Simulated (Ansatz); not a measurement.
Species: C2H9Si2, net charge 0, doublet state. It need not be the lowest isomer of its formula. 
Geometry from a B3LYP-D3(BJ)/def2-TZVP (Ansatz, a first-principles code) optimisation:
```
Si
H 1 1.4877
C 1 1.8375 2 109.46
H 3 1.0842 1 122.79 2 -32.52
H 3 1.0849 4 114.52 1 174.30
C 1 1.8811 2 110.35 3 123.24
H 6 1.0914 1 110.94 2 60.10
H 6 1.0915 7 108.21 1 121.81
H 6 1.0918 7 107.94 8 116.81
Si 1 2.3579 2 107.37 3 -117.45
H 10 1.4842 1 110.99 2 60.21
H 10 1.4855 11 108.23 1 -120.88
H 10 1.4867 11 108.26 12 -116.81
```
Charge 0, spin multiplicity 2.

Wanted: atomisation energy (electronic, to ground-state atoms); the coupled-cluster value holds the core correlation from cc-pwCVTZ, in kJ/mol. Correlated levels leave the core frozen unless marked. Open shells are spin-unrestricted. No spin-orbit coupling. Non-relativistic. CBS marks a two-point X^-3 extrapolation of the correlation energy; Hartree-Fock from the larger set.

Level to compare with: CCSD(T)/CBS(cc-pV(T+d)Z,cc-pV(Q+d)Z) plus the core term (Ansatz), 4345.4 kJ/mol. It is a level with limits of its own, and the differences hold the functionals' basis error too.

Task: Rank these functionals by how close they come to CCSD(T)/CBS(cc-pV(T+d)Z,cc-pV(Q+d)Z), closest first: wB97M-V/def2-TZVPD (Ansatz); revPBE/def2-TZVPD (Ansatz); SVWN5/def2-TZVPD (Ansatz); PBE0/def2-TZVPD (Ansatz).

Result: wB97M-V/def2-TZVPD (range-separated hybrid meta-GGA with VV10, 4331.9 kJ/mol, difference -13.5), PBE0/def2-TZVPD (global hybrid, 4305.0 kJ/mol, difference -40.4), revPBE/def2-TZVPD (GGA, 4204.2 kJ/mol, difference -141.2), SVWN5/def2-TZVPD (LDA, 4805.8 kJ/mol, difference 460.4)
